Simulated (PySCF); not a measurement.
Isomers of C8H10OS, from PBE0-D3(BJ)/def2-SVP geometry optimisation, gas phase (PySCF). One conformer each, no zero-point energy, no frequencies.

Problem. Which is lowest in electronic energy at this level?
A. `[CH:1]#[C:2][C@@H:3]1[CH2:4][S:5][CH2:6][C@@H:7]([CH3:8])[C:9]1=[O:10]` with C2–C3–C4–S5 -64°, C3–C4–S5–C6 -57°, C4–S5–C6–C7 57°, S5–C6–C7–C8 175°: A = 1341, B = 1137, C = 829.2 MHz, dipole 1.11 D
B. `[CH3:1][S:2][c:3]1[cH:4][cH:5][c:6]([CH2:7][OH:8])[cH:9][cH:10]1` with C1–S2–C3–C4 179°, C5–C6–C7–O8 -153°, C6–C7–O8–H 57° (4-(methylthio)benzyl alcohol): A = 3329, B = 545.7, C = 475.3 MHz, dipole 1.25 D
C. `[CH:1]#[C:2][C@@:3]1([S@@:4]([CH3:5])=[O:6])[C@@H:7]2[CH2:8][CH2:9][C@H:10]12` with C2–C3–S4–C5 -59°: A = 1573, B = 1126, C = 876.4 MHz, dipole 4.16 D

Solution. B. That is 4-(methylthio)benzyl alcohol, `c1c(ccc(c1)SC)CO`, 40.6 kcal/mol below the next.

```csv
SMILES,mapped SMILES,E (Eh),relative (kcal/mol),relative (kJ/mol),dipole (D)
CSc1ccc(CO)cc1,[CH3:1][S:2][c:3]1[cH:4][cH:5][c:6]([CH2:7][OH:8])[cH:9][cH:10]1,-783.30614,0.0,0.0,1.25
C#C[C@@H]1CSC[C@@H](C)C1=O,[CH:1]#[C:2][C@@H:3]1[CH2:4][S:5][CH2:6][C@@H:7]([CH3:8])[C:9]1=[O:10],-783.24142,40.6,169.9,1.11
C#C[C@@]1([S@@](C)=O)[C@@H]2CC[C@@H]21,[CH:1]#[C:2][C@@:3]1([S@@:4]([CH3:5])=[O:6])[C@@H:7]2[CH2:8][CH2:9][C@H:10]12,-783.12337,114.7,479.9,4.16
```

As drawn, the lowest has an aromatic ring and an O–H bond, which the highest lacks; the highest has a three-membered ring, a four-membered ring and a C≡C bond, which the lowest lacks.
